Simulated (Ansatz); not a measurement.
Isolated molecules relaxed with PBE0-D4/def2-TZVP in Ansatz; ΔE leaves out vibrations. CBS: MP2 limit from def2 TZ/QZ plus the TZ coupled-cluster correction, frozen cores. This one scheme is used for every species. Functionals use def2-TZVPP. B3LYP here is the variant with VWN-RPA as its local correlation; programs differ in this. def2 core potentials past Kr. For I outer-core shells are correlated without core-valence functions, which leaves a few kJ/mol of doubt a bond.

`CC([SiH3])I` + `BN` → `BN[SiH3]` + `CCI`  (ligand exchange at the Si–C bond)

Q: Is it downhill or uphill in electronic energy at CCSD(T)/CBS, and by how much? (Estimate.)

A: The calculation gave: Downhill: ΔE = -0.44 eV.

Q: What do these levels give: PBE0-D4, B3LYP-D4, r2SCAN, PBE0, HF/def2-TZVPP, SCS-MP2/def2-TZVPP, CCSD/def2-TZVPP, CCSD(T)/def2-TZVPP, HF/def2-QZVPP, MP2/def2-QZVPP, MP2/CBS(def2), CCSD/CBS(def2)? (Estimate.)

A: The calculation gave: PBE0-D4 -0.40, B3LYP-D4 -0.46, r2SCAN -0.45, PBE0 -0.44, HF/def2-TZVPP -0.67, SCS-MP2/def2-TZVPP -0.49, CCSD/def2-TZVPP -0.49, CCSD(T)/def2-TZVPP -0.45, HF/def2-QZVPP -0.68, MP2/def2-QZVPP -0.43, MP2/CBS(def2) -0.42, CCSD/CBS(def2) -0.48 eV.

Largest T1 diagnostic among the species: 0.012.

The D4 term adds +0.07 eV with B3LYP and +0.04 eV with PBE0; it sums over pairs of atoms, weighted by their polarisabilities, and B3LYP, whose exchange is more repulsive, gets the larger term. In def2-TZVPP, CCSD(T) changes the Hartree–Fock value by +0.22 eV (the triples alone add +0.03 eV) and MP2 by +0.23 eV.
